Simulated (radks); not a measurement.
The numbers below are computed, except where a source is named.
Sb1.5+, 49.5 electrons, occupied as [Kr] 4d10 5p(up 1, down 1) 5s(up 0.75, down 0.75) (fractional occupations, a model configuration). Level of theory: scalar-relativistic Kohn-Sham, r2SCAN, spin-polarised, spherical densities, finite nucleus; meta-GGA in the generalised Kohn-Sham scheme; Fermi nuclear charge, rms radius 4.6802 fm (a radial shooting solver on a logarithmic mesh with Libxc functionals). Some entries of the table are withheld. Estimate them.

| orbital | occ. | eigenvalue (eV) | r(max) (bohr) |
|---|---|---|---|
| 1s | 2 | -30374.22 | 0.01835 |
| 2s | 2 | -4650.184 | 0.1036 |
| 2p | 6 | -4173.117 | 0.08307 |
| 3s | 2 | -929.5675 | 0.2995 |
| 3p | 6 | -772.9587 | 0.2931 |
| 3d | 10 | (1) | (2) |
| 4s | 2 | -166.8828 | 0.7237 |
| 4p | 6 | -118.7367 | 0.7630 |
| 4d | 10 | -48.4634 | 0.8459 |
| 5s | 1.5 | -25.6774 | 1.868 |
| 5p | 2 | -16.3391 | 2.203 |

Answer. 
(1) 3d eigenvalue (eV): -534.4291
(2) 3d r(max) (bohr): 0.2447
